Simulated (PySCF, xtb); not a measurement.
C3H4FNSi, SMILES N#C/C=C\[SiH2]F.

xtb with GFN2-xTB at its own geometry gives an orbital gap of 3.47 eV and a dipole moment of 2.24 D.

Coordinates come from a ωB97X-D3(BJ)/def2-SVP optimisation. The structure was generated by enumeration; whether it is a known compound was not checked. One conformer was computed; it need not be the lowest.

Question: What does PBE/def2-TZVP run with PySCF give? (An estimate is asked for; the answer gives what the named calculation found.)

Answer: gap 4.31 eV (levels -7.50 and -3.19 eV), dipole 2.85 D.
